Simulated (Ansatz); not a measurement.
Geometry optimisation, RKS PBE-D4/def2-SVP in Ansatz.

Input file:

```yaml
crystal:
  periodic: [false, false, false]
  atoms:
    - { symbol: Ge, position_ang: [0.0, 0.0, 0.0] }
    - { symbol: Cl, position_ang: [0.0, 0.0, 2.57] }
    - { symbol: H, position_ang: [1.4616, 0.0, -0.5162] }
    - { symbol: H, position_ang: [-0.73, 1.2648, -0.5162] }
    - { symbol: F, position_ang: [-0.7913, -1.3709, -0.5594] }
    - { symbol: S, position_ang: [-2.4199, 0.0, 0.8041] }
    - { symbol: H, position_ang: [-3.1755, -0.8728, 0.0121] }
    - { symbol: H, position_ang: [-1.4563, 0.0, 2.0643] }
basis:
  gaussian: { orbitals: def2-SVP }
hamiltonian:
  xc: pbe
  dispersion: d4
relax:
  f_tol: 0.15
  max_steps: 25
  restrain:
    - { distance: [0, 5], at: 2.25, k: 30.0 }
    - { distance: [7, 1], at: 1.37, k: 30.0 }
    - { distance: [0, 1], at: 3.42, k: 30.0 }
    - { distance: [7, 5], at: 2.6, k: 30.0 }
output:
  orbitals: {}
```

Command:

```bash
$ ansatz run input.yaml --threads 2 --pin off --max-ram 3072MiB --backend cpu --events-out ev --progress --plain --runs-dir out
```

Problem. Where does it end, and by what steps?

Solution. It converged. The restraints hold the end off the free minimum; the threshold counts their pulls, which the force column leaves out. Restrained pairs: Ge1–S6 (2.55 → 2.25 Å), Cl2–H8 (1.54 → 1.34 Å), Ge1–Cl2 (2.57 → 3.42 Å), S6–H8 (1.59 → 2.59 Å). After 16 steps the energy has fallen by 2.735 eV (the restraints' own energy left out); H3 moved furthest, 1.76 Å.

```csv
step,energy less start (eV),largest force component (eV/Å),accepted
0,0.0000,3.199,yes
1,0.0720,3.314,yes
2,0.1149,3.150,yes
3,-0.6401,1.378,yes
4,-1.2966,0.818,yes
5,-1.7288,0.830,yes
6,-2.0803,0.837,yes
7,-2.3375,0.847,yes
8,-2.4803,0.849,yes
9,-2.5453,0.873,yes
10,-2.6032,0.817,yes
11,-2.6491,0.880,yes
12,-2.6898,0.867,yes
13,-2.7163,0.826,yes
14,-2.7303,0.808,yes
15,-2.7365,0.606,no
16,-2.7347,0.804,yes
```

```xyz
8
Properties=species:S:1:pos:R:3
Ge -0.538 -0.102 -0.409
Cl 0.145 0.683 2.853
H 0.377 -1.146 0.261
H -0.091 1.372 -0.423
F -0.670 -0.610 -2.092
S -2.607 -0.146 0.475
H -2.588 -1.495 0.667
H -1.140 0.465 2.526
```

The run took 37 s on 2 threads of AMD EPYC 7R43 64-Core Processor (Zen 3), on a shared host, peak memory 0.17 GiB.
